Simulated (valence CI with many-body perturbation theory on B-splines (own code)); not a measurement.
# Nb8+: calculated level list

Computed by valence CI with perturbative core correlation (CI+MBPT): five valence electrons over a frozen Dirac-Fock core [Ar] 3d10, a basis of 9 s, 9 p, 8 d, 6 f, 3 g, 1 h functions for each j, with the one-electron correlation potential Σ1 (screened to all orders), the two-electron term Σ2, the three-electron term Σ3, Breit, model QED; selected single and double excitations, second order for the rest, scaled by the run's own slope (own B-spline code, finite nucleus).

No measured spectrum was set against this ion. As an estimate, levels hold to about 250 cm⁻¹ or 0.2 % of their energy and the worst to 1 %, as in measured heavy ions of charge 2 to 7; those with d or f electrons hold less well. Among the levels kept, up to 1600 cm⁻¹ of a level comes from second order outside the variational space, and about a tenth of that is noise between levels of different J, which matters for small intervals.

Levels 1 to 32 of 32, with energies above the lowest level, 4s2.4p3 4S°_3/2. "Leading %" is the weight of the configuration and term that name the level; weights of strongly mixed levels are sums over their largest components and can fall short, so below about 35 % the name and the second component can differ from the true leading terms, or belong to a minority configuration. In the jj column 3d3/2^4 stands for four electrons in 3d with j = 3/2.

```csv
No.,Configuration,Term,J,E (cm⁻¹),Leading %,g,Leading jj
1,4s2.4p3,4S°,3/2,0,86,1.907,4s^2 4p1/2^2 4p3/2 (54 %)
2,4s2.4p3,2D°,3/2,25026,75,0.972,4s^2 4p1/2 4p3/2^2 (61 %)
3,4s2.4p3,2D°,5/2,32181,97,1.200,4s^2 4p1/2 4p3/2^2 (97 %)
4,4s2.4p3,2P°,1/2,50893,96,0.665,4s^2 4p1/2 4p3/2^2 (96 %)
5,4s2.4p3,2P°,3/2,62833,72,1.255,4s^2 4p3/2^3 (87 %)
6,4s.4p4,4P,5/2,206230,88,1.585,4s 4p1/2^2 4p3/2^2 (76 %)
7,4s.4p4,4P,3/2,218620,89,1.716,4s 4p1/2 4p3/2^3 (72 %)
8,4s.4p4,4P,1/2,222760,87,2.637,4s 4p1/2^2 4p3/2^2 (37 %)
9,4s.4p4,2D,3/2,253740,78,0.843,4s 4p1/2 4p3/2^3 (47 %)
10,4s.4p4,2D,5/2,257600,80,1.215,4s 4p1/2 4p3/2^3 (70 %)
11,4s.4p4,2S,1/2,289580,53,1.543,4s 4p1/2^2 4p3/2^2 (47 %)
12,4s.4p4,2P,3/2,292280,60,1.306,4s 4p1/2 4p3/2^3 (45 %)
13,4s.4p4,2P,1/2,311850,38,1.142,4s 4p3/2^4 (47 %)
14,4s2.4p2.4d,4F,3/2,323910,84,0.486,4s^2 4p1/2^2 4d3/2 (58 %)
15,4s2.4p2.4d,4F,5/2,329020,77,1.089,4s^2 4p1/2 4p3/2 4d3/2 (45 %)
16,4s2.4p2.4d,4F,7/2,337030,84,1.255,4s^2 4p1/2 4p3/2 4d5/2 (74 %)
17,4s2.4p2.4d,2F,5/2,338060,70,0.964,4s^2 4p1/2 4p3/2 4d3/2 (74 %)
18,4s2.4p2.4d,4D,1/2,341950,93,0.034,4s^2 4p1/2 4p3/2 4d3/2 (80 %)
19,4s2.4p2.4d,2F,7/2,343230,49,1.257,4s^2 4p1/2 4p3/2 4d5/2 (48 %)
20,4s2.4p2.4d,4D,3/2,343230,83,1.134,4s^2 4p1/2 4p3/2 4d3/2 (55 %)
21,4s2.4p2.4d,4F,9/2,345000,87,1.311,4s^2 4p1/2 4p3/2 4d5/2 (64 %)
22,4s2.4p2.4d,4D,5/2,349650,60,1.210,4s^2 4p1/2 4p3/2 4d5/2 (57 %)
23,4s2.4p2.4d,4D,7/2,361970,44,1.260,4s^2 4p3/2^2 4d5/2 (77 %)
24,4s2.4p2.4d,2P,3/2,368260,59,1.291,4s^2 4p1/2 4p3/2 4d5/2 (50 %)
25,4s2.4p2.4d,2G,7/2,374100,83,0.929,4s^2 4p1/2 4p3/2 4d3/2 (32 %)
26,4s2.4p2.4d,2G,9/2,378640,87,1.134,4s^2 4p3/2^2 4d5/2 (63 %)
27,4s2.4p2.4d,4P,5/2,382160,79,1.555,4s^2 4p1/2 4p3/2 4d5/2 (48 %)
28,4s2.4p2.4d,2P,1/2,383290,56,1.026,4s^2 4p3/2^2 4d5/2 (36 %)
29,4s2.4p2.4d,4P,3/2,385600,63,1.508,4s^2 4p1/2 4p3/2 4d3/2 (40 %)
30,4s2.4p2.4d,4P,1/2,390190,69,2.221,4s^2 4p3/2^2 4d3/2 (48 %)
31,4s2.4p2.4d,2D,3/2,392090,67,1.009,4s^2 4p1/2 4p3/2 4d5/2 (37 %)
32,4s2.4p2.4d,2D,5/2,402740,82,1.213,4s^2 4p1/2 4p3/2 4d5/2 (28 %)
```

Names give the largest LS component (configuration and term), which can be under half, so a name can repeat, a term be missing and a line seem to break the LS rules; names also repeat where a configuration has a term twice.

The ionisation energy to 4s2.4p2 3P_0 of the next ion comes out as 158.86 eV (NIST: 159.2 ± 0.7 eV (semi-empirical)). All 32 levels together are meant to be complete up to 407710 cm⁻¹.
